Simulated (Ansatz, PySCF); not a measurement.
This Ansatz (a quantum-chemistry and plane-wave program) input computes a B3LYP/def2-TZVPD energy:

Ansatz 0.2 input:
```yaml
crystal:
  periodic: [false, false, false]
  atoms:
    - {symbol: O, position_ang: [1.36185604, -0.14860171, -0.35687594]}
    - {symbol: S, position_ang: [0.16703457, -0.00768004, 0.40478800]}
    - {symbol: F, position_ang: [-0.63440715, 1.23198408, -0.22845242]}
    - {symbol: F, position_ang: [-0.87308190, -1.08624028, -0.17394763]}
basis:
  gaussian:
    orbitals: def2-TZVPD
hamiltonian:
  xc: {name: B3LYP}
output: {forces: true}
```

Question: Write an input for the same energy in PySCF and say what it gives.

Answer: 
```python
from pyscf import gto, scf, dft

mol = gto.M(
    atom='''
    O     1.36185604   -0.14860171   -0.35687594
    S     0.16703457   -0.00768004    0.40478800
    F    -0.63440715    1.23198408   -0.22845242
    F    -0.87308190   -1.08624028   -0.17394763
    ''',
    basis='def2-tzvpd',
    charge=0,
    spin=0,
    verbose=4,
)

mf = dft.RKS(mol, xc='b3lyp').density_fit(auxbasis='def2-universal-jkfit')
mf.grids.level = 3
mf.conv_tol = 1e-9
mf.max_cycle = 100
mf.max_memory = 1500
mf.kernel()
if not mf.converged:
    mf = mf.newton()
    mf.kernel(mf.make_rdm1())
mf.analyze()
```
It gives -673.25017 Eh, and Ansatz -673.25016 Eh, a difference of 0.01 mEh.
